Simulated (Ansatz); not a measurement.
`FC([SiH3])I` → `FCI` + `[SiH2]` at 600 K and 1 bar (silylene formation by 1,1-elimination).

Isolated molecules relaxed with PBE0-D4/def2-TZVP in Ansatz; ΔE leaves out vibrations. CCSD(T)/CBS adds triple-zeta CCSD(T) − MP2 to the extrapolated MP2 energy (def2 sets, frozen cores). This one scheme is used for every species. Elements past krypton have def2 core potentials. For I outer-core shells are correlated without core-valence functions, which leaves a few kJ/mol of doubt a bond.

```tsv
species	CCSD(T)/CBS energy (Eh)	H − E (kJ/mol)	S (J/(mol·K))
`FC([SiH3])I`	-726.74482	167.7	412.4
`FCI`	-436.46970	109.1	326.3
`[SiH2]`	-290.19011	52.1	233.9
```

H − E and S are ideal-gas, rigid-rotor, harmonic terms from PBE0-D4/def2-TZVP, for one conformer and one mirror image of each species. 1 Eh = 2625.50 kJ/mol, R = 8.31446 J/(mol·K).

Q: By hand: ΔE, ΔH, ΔS and ΔG.

A: ΔE = (-436.46970) + (-290.19011) − (-726.74482) = 0.08501 Eh = 223.2 kJ/mol. Δ(H − E) = 109.1 + 52.1 − 167.7 = -6.5, so ΔH = 216.7 kJ/mol. ΔS = 326.3 + 233.9 − 412.4 = 147.8 J/(mol·K). ΔG = 216.7 − 600 × (147.8)/1000 = 128.0 kJ/mol.

Q: By hand: the equilibrium constant, and the temperature at which ΔG would vanish if ΔH and ΔS stayed fixed.

A: log₁₀ K = −ΔG/(RT ln 10) = -11.1. ΔG = 0 at ΔH/ΔS = 1466 K.

The number of gas molecules changes by +1, which sets the sign of ΔS. A doubt of 5 kJ/mol in ΔE shifts log₁₀ K by 0.4 here. Other conformers and mirror images would add mixing entropy, several J/(mol·K) or more a flexible species. These are equilibria of isolated gas molecules and say nothing of rates. Largest T1 diagnostic: 0.014 (customary marks: 0.02 for closed shells, 0.045 for open ones).
